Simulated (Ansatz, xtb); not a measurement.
GeH7NOSi2: 6 structures ranked

6 gas-phase structures of GeH7NOSi2, from a drawn sample of its isomers (lower ones may exist). Each was relaxed with GFN2-xTB; where two conformers were screened, the lower at r2SCAN-D4/def2-SVP is listed:

A. `[SiH3]N[SiH2][O][GeH]`, a singlet
B. `[SiH3][NH][Ge][O][SiH3]`, a singlet
C. `[NH2][Ge][SiH2]O[SiH3]`, a singlet
D. `[OH][Ge][N]([SiH3])[SiH3]`, a singlet
E. `[SiH3]O[SiH2][NH][GeH]`, a singlet
F. a singlet given by its coordinates

F (Å):

```xyz
12

Ge    0.2340    0.8896    1.6657
N    -0.7835    0.8179   -0.3582
O     1.3893   -0.6358   -0.8774
Si   -0.0912   -0.4670   -1.3990
Si    2.1381   -0.0651    0.5460
H    -0.5766    1.7451   -0.7063
H    -1.7871    0.7649   -0.2404
H    -0.0848    0.0296   -2.7680
H    -0.9250   -1.6312   -1.1210
H     2.6904   -1.3442    1.0332
H     3.2925    0.6015   -0.0825
H     0.7015    2.3923    1.2584
```

Close contacts (Å): Ge1–N2 2.27, Ge1–Si5 2.41, N2–Si4 1.79, O3–Si4 1.58, O3–Si5 1.71, Ge1–H12 1.63, N2–H6 1.01, N2–H7 1.01, Si4–H8 1.46, Si4–H9 1.46, Si5–H10 1.48, Si5–H11 1.47.

Q: Make a reasoned guess at their ranking by r2SCAN-D4/def2-SVP single-point energy.

A: Calculated order at r2SCAN-D4/def2-SVP: F (0.0), B (2.0), E (4.5), D (8.9), A (11.1), C (17.0) kcal/mol.

Energies above the lowest of each column, in kcal/mol; the last columns are at PBE0-D4/def2-SVP geometries and were run for some of them only (a dash: not run or not comparable):

| structure | GFN2-xTB | HF/STO-3G | r2SCAN-D4/def2-SVP | PBE0-D4/def2-SVP | CCSD(T)/def2-SVP + ΔMP2/def2-TZVPP |
| --- | --- | --- | --- | --- | --- |
| F | 18.7 | 8.5 | 0.0 | 0.0 | 0.0 |
| B | 0.0 | 0.0 | 2.0 | 8.9 | 4.3 |
| E | 1.3 | 15.7 | 4.5 | 7.9 | 1.5 |
| D | 22.4 | 2.1 | 8.9 | – | – |
| A | 6.5 | 23.2 | 11.1 | – | – |
| C | 22.9 | 22.9 | 17.0 | – | – |

CCSD(T)/def2-SVP + ΔMP2/def2-TZVPP puts F lowest of those it was run on; GFN2-xTB picks B, HF/STO-3G picks B. CCSD(T)/def2-SVP + ΔMP2/def2-TZVPP orders those it was run on as F (0.0), E (1.5), B (4.3) kcal/mol. Flexible structures stand in one conformer each, not always the lowest. Frequencies (GFN2-xTB) were run for B, E, F alone. ΔMP2 is the change of the MP2 energy from the smaller to the larger basis.

Over these structures GFN2-xTB departs from r2SCAN-D4/def2-SVP by 8.0 kcal/mol on average once a common shift is removed. A GFN2-xTB relaxation took about 0.26 s and the r2SCAN-D4/def2-SVP energy about 3.6 s on a shared host (Ansatz 0.2.0, xtb 6.7.1).
